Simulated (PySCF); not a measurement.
## Unknown compound

Molecular formula: C5H9NO. Simulated spectra:

$^{1}$H NMR (300 MHz, computed): δ 4.02 (m, 2H), 3.74 (m, 2H), 3.50 (m, 1H), 2.00 (s, 3H), 0.16 (br s, 1H).

$^{13}$C{$^{1}$H} NMR (computed): δ 210.0 (C), 51.1 (CH2, 2C), 44.8 (CH), 29.7 (CH3).

[PySCF: PBE0/pcSseg-1 with gauge-including orbitals; geometry: GFN2-xTB; in vacuum; non-relativistic; rapidly exchanging positions averaged; one computed conformer]

Chemical shifts δ = σref − σ; $^{1}$H (σref 31.72) and $^{13}$C (σref 186.93) against TMS, all at this level.

Q: Which candidate is it?
A. CC(=O)C1CNC1
B. COC1=CCNC1
C. C=C[C@H](C)C(N)=O

A: A. 

- The formula gives 2 degrees of unsaturation (1 ring in the answer).
- 4 carbon signals for 5 carbons: some carbons are equivalent by symmetry or fast rotation.
- Carbon types of the structure: 1 × C, 1 × CH, 2 × CH2, 1 × CH3, leaving 1 H on heteroatoms.
- δC 210.0: ketone carbonyl carbon; the double bond to the heteroatom, with no lone-pair donor beside it, deshields it most.
- δC 51.1: sp3 CH2 bonded to N; pulled downfield by the heteroatom.
- δC 29.7: methyl carbon α to a carbonyl; the adjacent C=O deshields it moderately.
- δH 2.00: hydrogen on a methyl carbon α to a carbonyl; α to C=O.
- δH 0.16: hydrogen on an amine nitrogen; exchangeable; this is the value without hydrogen bonding to other molecules.

The others: C=C[C@H](C)C(N)=O would give 5 carbon signals, not 4; COC1=CCNC1 would give 5 carbon signals, not 4.

OH and NH positions are those of a molecule without intermolecular hydrogen bonds; in solution they move with solvent, concentration and temperature, and exchange usually removes their couplings. Shifts are as computed. Against solution values, carbons near 30 ppm lie about +3 ppm off and those near 130 ppm about +5 ppm. Of 1211 compounds with measured shifts, 218 miss one by over three times the rms of a fit or turn the order of signals round; such compounds aren't used in these exercises. Multiplicities follow the n + 1 count of equivalent neighbours, as no J values were calculated; m marks all less simple cases, F and P coupling included.
